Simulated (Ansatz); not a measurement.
Reaction (formal exchange of groups at a Ge–C bond): `Cl[CH2][GeH3]` + `C[O][AlH2]` → `C[O][AlH][GeH3]` + `CCl`

Program: Ansatz. Geometries: PBE0-D4/def2-TZVP. ΔE: electronic, gas phase. CCSD(T)/CBS is the MP2 limit (def2-TZVPP, def2-QZVPP) plus CCSD(T) − MP2 in def2-TZVPP, frozen cores. This one scheme is used for every species. Functionals use def2-TZVPP. B3LYP here is the variant with VWN-RPA as its local correlation; programs differ in this. For Ge outer-core shells are correlated without core-valence functions, which leaves a few kJ/mol of doubt a bond. Scalar relativity is left out up to krypton. Each species was taken in one conformer, which may not be the lowest.

(1) Is it downhill or uphill in electronic energy at CCSD(T)/CBS, and by how much? (An estimate is asked.)

(2) What do these levels give: B3LYP-D4, ωB97X-V, ωB97M-V, r2SCAN, PBE0, B3LYP, HF/def2-TZVPP, MP2/def2-TZVPP, SCS-MP2/def2-QZVPP, HF/CBS(def2), MP2/CBS(def2), CCSD/CBS(def2)? (Estimate.)

Largest T1 diagnostic among the species: 0.013.

## Answers

(1) Ansatz gave: Downhill: ΔE = -52.0 kJ/mol.

(2) Computed: B3LYP-D4 -55.5, ωB97X-V -51.0, ωB97M-V -50.7, r2SCAN -58.5, PBE0 -61.6, B3LYP -57.1, HF/def2-TZVPP -49.2, MP2/def2-TZVPP -45.2, SCS-MP2/def2-QZVPP -44.5, HF/CBS(def2) -48.6, MP2/CBS(def2) -46.2, CCSD/CBS(def2) -52.1 kJ/mol.
